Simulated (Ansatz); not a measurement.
Cartesian coordinates in Å:
```
O 1.933 -1.288 0.133
C 0.892 -0.607 -0.351
S 0.573 -0.444 -1.963
N 0.128 -0.067 0.606
Si -1.302 0.876 0.195
H 2.416 -1.634 -0.629
H 0.421 -0.233 1.559
H -1.819 1.263 1.535
H -2.302 0.048 -0.511
H -0.940 2.085 -0.574
```

The species carries charge 0 and has multiplicity 1.

**Question.** List the ωB97M-V/def2-TZVPP orbital energies in eV (Ansatz 0.2.0). (Estimate.)

**Answer.** Ansatz gave: Occupied: -2425.79, -1807.56, -527.90, -395.66, -285.73, -219.79, -162.91, -162.79, -162.72, -148.59, -102.73, -102.69, -102.67, -33.91, -29.07, -23.71, -20.90, -18.46, -18.01, -16.20, -15.71, -14.25, -12.96, -12.95, -12.23, -11.31, -9.17, -8.93. Lowest empty: 1.49, 1.69, 2.64, 3.08, 3.20, 3.45, 3.82, 4.65.
